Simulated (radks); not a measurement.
Problem. All-electron atom: K XIV in [He] 2s2 2p2. All-electron calculation, non-relativistic Kohn-Sham, BLYP, spin-polarised, spherical densities, point nucleus; open shells are filled with parallel spins first. Program: a radial shooting solver on a logarithmic mesh with Libxc functionals. Some entries of the table are withheld. Estimate them.

orbital,occ.,eigenvalue (eV),<1/r> (bohr^-1),<r^2> (bohr^2)
1s up,1,-4078.459,18.58,0.008853
1s down,1,-4070.908,18.61,0.008817
2s up,1,-801.3325,(1),(2)
2s down,1,-786.6600,(3),(4)
2p up,2,-751.8151,4.113,0.1148
2p down,0,-734.5431,4.083,0.1172
3s up,0,-320.0643,1.680,0.8511
3s down,0,-316.6718,1.660,0.8679
3p up,0,(5),1.648,0.8074
3p down,0,(6),1.629,0.8274

Solution. 
(1) 2s up <1/r> (bohr^-1): 4.177
(2) 2s up <r^2> (bohr^2): 0.1473
(3) 2s down <1/r> (bohr^-1): 4.135
(4) 2s down <r^2> (bohr^2): 0.1495
(5) 3p up eigenvalue (eV): -304.1493
(6) 3p down eigenvalue (eV): -300.3260
